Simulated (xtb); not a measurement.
Nb(O)(Cl)2(Me) (CH₃Cl₂NbO), SMILES [CH3][Nb](=[O])([Cl])[Cl], multiplicity 1. All values are semi-empirical tight-binding results from xtb (GFN2-xTB unless named), good for trends rather than for accurate numbers. The structure is a stationary point at GFN2-xTB. The spin state was assumed, not searched. The structure was generated by enumeration; whether it is a known compound was not checked.

Optimised geometry:

```xyz
8

Nb     0.1762     0.1063    -0.1757
O      1.1165     1.0111    -1.2273
Cl     0.9834    -0.4004     1.7933
Cl    -1.2361    -1.3444    -1.0038
C     -1.2391     1.8187     0.3692
H     -0.6863     2.6560     0.8078
H     -1.9786     1.4591     1.0954
H     -1.7622     2.1890    -0.5190
```
Charge 0, spin multiplicity 1.

For metal compounds this method's bond lengths and energies can be far off.

| Item | Result |
|---|---|
| point group as xtb finds it | Cs |
| orbital gap | 2.58 eV |
| zero-point energy | 24.3 kcal/mol |
| G − E(el) at 298.15 K (modified RRHO) | 2.3 kcal/mol |

Computed atomic charges and the Wiberg bond orders between heavy atoms:
charges (e) Nb1 0.35, O2 -0.33, Cl3 -0.10, Cl4 -0.10, C5 -0.14, H6 0.11, H7 0.09, H8 0.11. Bond orders Nb1–O2 2.31, Nb1–Cl3 1.35, Nb1–Cl4 1.35, Nb1–C5 1.07.
